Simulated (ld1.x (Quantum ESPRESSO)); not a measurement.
## Cl: variants of one TM potential

Base potential:

ld1.x (Quantum ESPRESSO) 7.5 input, shortened:

```
&input
   title='Cl', zed=17., rel=0, dft='PZ', iswitch=3,
   config='[Ne] 3s2 3p5 3d-2'
 /
 &inputp
   pseudotype=2, tm=.true., lloc=1,
   nlcc=.false.
 /
3
3S  1  0   2.00   0.00  1.35  1.35  0.0
3D  3  2  -2.00   0.45  1.05  1.05  0.0
3P  2  1   5.00   0.00  1.20  1.20  0.0
 &test
   configts(1)='3s2 3p5'
 /
```

Cutoffs, loose and tight: the cutoffs (Ry, on a coarse ladder) from which the occupation-weighted sum of valence levels, in a spherical-Bessel basis at the reference potential, stays within 10 and 1 mRy of its value at 400 Ry. They do not see the model core or the augmentation charge, which bear on the density cutoff. Test errors are all-electron minus pseudo excitation energies from the reference, over the configurations 3s2 3p4; 3s2 3p3; 3s2 3p2; 3s1 3p5; 3s2 3p4.5; 3s2 3p1; 3s2 3p5.3 (two spin-polarised tests are not counted in the largest error). A dash means not determined; rows that change the core or the reference have their own tests.

Cutoffs are not given where the Bessel-basis levels miss the radial ones by over 6 mRy, ghosts where they miss by over 20 mRy; a channel whose overlap is not positive is not tested.

On the changes marked as counting shells twice: ld1.x takes every shell without a wave as core, so the model core holds the marked electrons as well and exchange and correlation see them twice. This cancels in the reference configuration, but the file is broken for other ones, and its errors say nothing about a proper core correction.

```csv
change,outcome,"cutoff, loose","cutoff, tight",bound ghosts,largest test error (meV)
base,generated,60 Ry,110 Ry,none,+321
wave 3p (bound): rc 1.20 bohr becomes 3p (bound): rc 1.74 bohr,generated,50 Ry,70 Ry,none,+315
reference 3s2 3p4.5,generated,60 Ry,110 Ry,none,+294
wave 3d channel at 0.45 Ry: rc 1.05 bohr becomes 3d channel at 0.45 Ry: rc 0.90 bohr,generated,60 Ry,110 Ry,none,+321
"type PAW; waves now 3s (bound): rcut 1.15, rcutus 1.35 bohr; 3s channel at 0.45 Ry: rcut 1.15, rcutus 1.35 bohr; 3p (bound): rcut 1.05, rcutus 1.20 bohr; 3p channel at -0.05 Ry: rcut 1.05, rcutus 1.20 bohr; 3d channel at 0.45 Ry: rcut 0.90, rcutus 1.05 bohr; local potential all-electron potential smoothed inside 0.95 bohr (lloc = -1); core correction a·sin(br)/r model core, default radius (ld1.x builds one for every PAW set, though the input has nlcc=.false.); augmentation PSQ, radius 1.05 bohr",failed: find_q: problem finding q,–,–,–,–
local potential the s channel,generated,60 Ry,110 Ry,none,+321
core correction a·sin(br)/r model core inside 0.96 bohr,generated,60 Ry,110 Ry,none,+225
scalar-relativistic,generated,60 Ry,110 Ry,none,+311
"core [He], valence charge 15; reference 2s2 2p6 3s2 3p3; waves now 2s (bound): rc 0.45 bohr; 2p (bound): rc 0.40 bohr; 3d channel at 0.45 Ry: rc 0.40 bohr; local potential all-electron potential smoothed inside 0.30 bohr (lloc = -2); core correction Bessel-smoothed model core, default radius (core density twice the valence density) (3p, 3s counted twice)","generated, misses its reference levels by 0.19 eV",–,–,not determined,-715
wave 3s (bound): rc 1.35 bohr becomes 3s (bound): rc 1.40 bohr,generated,55 Ry,110 Ry,none,+327
"all radii scaled by about 1.07 (s 1.44, p 1.28, d 1.12 bohr)",generated,50 Ry,80 Ry,none,+334
wave 3d channel at 0.45 Ry: rc 1.05 bohr becomes 3d channel at 4.76 Ry: rc 1.05 bohr,generated,60 Ry,110 Ry,none,+321
```
